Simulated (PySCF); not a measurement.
## Indirect couplings

Geometry:
| atom | x (Å) | y (Å) | z (Å) |
| --- | --- | --- | --- |
| F1 | 3.215 | -0.047 | -0.944 |
| C2 | 2.193 | -0.650 | -0.291 |
| F3 | 1.623 | -1.553 | -1.120 |
| Ge4 | 0.834 | 0.703 | 0.232 |
| O5 | -0.428 | 0.963 | -0.998 |
| C6 | -1.522 | 0.127 | -0.664 |
| C7 | -1.595 | 0.005 | 0.862 |
| O8 | -0.280 | -0.099 | 1.376 |
| H9 | 2.607 | -1.193 | 0.579 |
| H10 | 1.446 | 2.030 | 0.699 |
| H11 | -2.445 | 0.568 | -1.072 |
| H12 | -1.387 | -0.874 | -1.118 |
| H13 | -2.100 | 0.892 | 1.291 |
| H14 | -2.169 | -0.888 | 1.158 |

Indirect spin–spin couplings were computed at B3LYP/pcJ-1 (pcSseg-1 on Ge) (spin–dipole term only in couplings to heteroatoms) (PySCF 2.14) on a PBE0-D3(BJ)/def2-SVP structure, for the isolated molecule, without vibrational or relativistic corrections. Couplings are averaged over pairs made equivalent by symmetry, fast rotation or ring inversion, so a value needn't be that of the named pair in this geometry, while other rotamers aren't included; one pair stands for each set, and the list holds those of at least 0.8 Hz over up to four bonds, among pairs with at least one F or C or H atom (others weren't computed). One-bond C–F couplings come out tens of Hz too large with common functionals.

Isotopes: ¹⁹F, ¹³C, ¹H, ¹⁷O. Couplings to quadrupolar nuclei such as 17O and 33S are rarely resolved in practice.

```
    pair  bonds  J (Hz)
  F1, C2      1  -334.9
  C2, H9      1   183.7
  O5, C6      1       ?
  C6, C7      1    34.1
 C6, H11      1       ?
 C6, H12      1   151.5
  F1, F3      2       ?
  F1, H9      2    55.3
  C2, O5      2    -3.6
 C2, H10      2       ?
 O5, H10      2       ?
 O5, H11      2   -10.0
 O5, H12      2    -9.1
H11, H12      2   -10.4
  F1, O8      3    -1.4
 F1, H10      3     9.0
 O5, H13      3       ?
 O5, H14      3    -1.6
 C6, H10      3       ?
 H9, H10      3    -1.1
H11, H13      3     6.2
H11, H14      3     6.8
H12, H14      3     6.4
H10, H11      4       ?
H10, H12      4    -1.1
```

**Question.** Estimate the withheld couplings, with signs.

**Answer.** 
- ¹J(O5,C6) = 23.8 Hz (bond length 1.417 Å)
- ¹J(C6,H11) = 151.4 Hz (bond length 1.102 Å, sp3 carbon)
- ²J(F1,F3) = 354.2 Hz (angle at C2 109°)
- ²J(C2,H10) = 45.9 Hz (angle at Ge4 113°)
- ²J(O5,H10) = -9.1 Hz (mean over equivalent pairs that range from -13.2 to -5.1 Hz in this conformer)
- ³J(O5,H13) = -1.5 Hz (mean over equivalent pairs that range from -2.5 to -0.6 Hz in this conformer)
- ³J(C6,H10) = 1.0 Hz (dihedral angle 136°)
- ⁴J(H10,H11) = -0.9 Hz

Relativistic effects of the heavier atoms present are left out.
